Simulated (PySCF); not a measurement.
SbF4, SMILES [F][Sb]([F])([F])[F], multiplicity 2. Geometry optimised at PBE-D3(BJ)/def2-SVP. The multiplicity is an assumed one; other spin states were not compared. The isomer is the one that the SMILES or the coordinates give; other isomers of the formula were not compared. The def2 effective core potentials stand for the cores of Sb; spin–orbit coupling is left out.

Computed equilibrium geometry at PBE-D3(BJ)/def2-SVP (PySCF confirms it by a frequency run) as a Z-matrix, and its point group:
point group C2v.
```
Sb
F 1 1.9305
F 1 1.9305 2 99.04
F 1 1.9882 2 97.27 3 -98.59
F 1 1.9882 2 97.27 3 98.59
```
Charge 0, spin multiplicity 2.
